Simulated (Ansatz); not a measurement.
C₄H₄OSe, SMILES `Oc1ccc[se]1`. The species carries charge 0 and has multiplicity 1.

| atom | x (Å) | y (Å) | z (Å) |
| --- | --- | --- | --- |
| O1 | 0.2686 | 2.3605 | 0.1564 |
| C2 | 0.0110 | 1.0439 | 0.0318 |
| C3 | 0.8976 | 0.0570 | 0.3126 |
| C4 | 0.3938 | -1.2580 | 0.1037 |
| C5 | -0.8817 | -1.3427 | -0.3400 |
| Se6 | -1.6302 | 0.3483 | -0.5539 |
| H7 | -0.4935 | 2.8849 | -0.0996 |
| H8 | 1.8980 | 0.2729 | 0.6643 |
| H9 | 0.9945 | -2.1405 | 0.2881 |
| H10 | -1.4581 | -2.2264 | -0.5633 |

Question: List the harmonic frequencies (cm⁻¹, unscaled) at PBE0-D4/def2-TZVP in Ansatz. (Best estimate.)

Answer: Ansatz gave: 74i, 243, 315, 451, 478, 532, 616, 671, 678, 812, 819, 908, 1055, 1093, 1164, 1259, 1291, 1404, 1543, 1637, 3208, 3230, 3273, 3879.

Question: Is this a minimum?

Answer: No: 1 imaginary mode, so it is a saddle point.
